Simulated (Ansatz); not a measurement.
Species: [Ga(H)3(H2S)] (charge 0, multiplicity 1).

Task: Give a relaxed geometry from PBE0-D3(BJ)/def2-SVP (Ansatz, a quantum-chemistry and plane-wave program).

Result: Several could match; the one computed here: the end point of this relaxation, one of several conformers.
Z-matrix (Å, degrees):
```
Ga
H 1 1.5756
H 1 1.5757 2 119.44
H 1 1.5783 2 118.87 3 160.72
S 1 2.6285 2 95.05 4 100.71
H 5 1.3511 1 97.56 2 -167.71
H 5 1.3511 6 92.86 1 -98.11
```
